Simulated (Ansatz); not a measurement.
Complex (SMILES): C#N (CH-N) with [H][H] (H2), atoms 1 to 3 the first; geometry from B3LYP-D3(BJ)/def2-TZVP, monomers rigid:
```xyz
5

C      0.0824     0.0127    -0.2975
N     -0.1799    -0.1015     0.8121
H      0.3266     0.1188    -1.3306
H     -0.9999    -0.4792     4.2527
H     -0.8279    -0.3991     3.5322
```

Interaction energy at MP2 with Ansatz (a program for electronic structure), kcal/mol, without and with the counterpoise correction (monomers among the partner's ghost functions). Cartesian d functions, on some or all atoms, in 6-31G*; all else is spherical. Cores are frozen. No added dispersion term, no relativity. Reference, counterpoise-corrected: Hartree-Fock in aug-cc-pVQZ plus the correlation part extrapolated as X^-3 from aug-cc-pVTZ and aug-cc-pVQZ, -0.56.

| basis | functions | uncorrected | counterpoise | counterpoise correction | mean of both |
|---|---|---|---|---|---|
| 3-21G | 24 | -1.43 | -0.29 | 1.15 | -0.86 |
| 6-31G* | 36 | -0.62 | -0.24 | 0.38 | -0.43 |
| aug-cc-pVDZ | 73 | -0.80 | -0.46 | 0.34 | -0.63 |
| def2-TZVPP | 104 | -0.55 | -0.46 | 0.09 | -0.50 |
| aug-pcseg-2 | 161 | -0.82 | -0.50 | 0.31 | -0.66 |
| cc-pVQZ | 200 | -0.57 | -0.50 | 0.07 | -0.54 |
| def2-QZVP | 204 | -0.53 | -0.50 | 0.03 | -0.52 |
| def2-QZVPPD | 225 | -0.57 | -0.52 | 0.04 | -0.55 |

The corrected value lies nearer the reference in 3 of 8 rows.
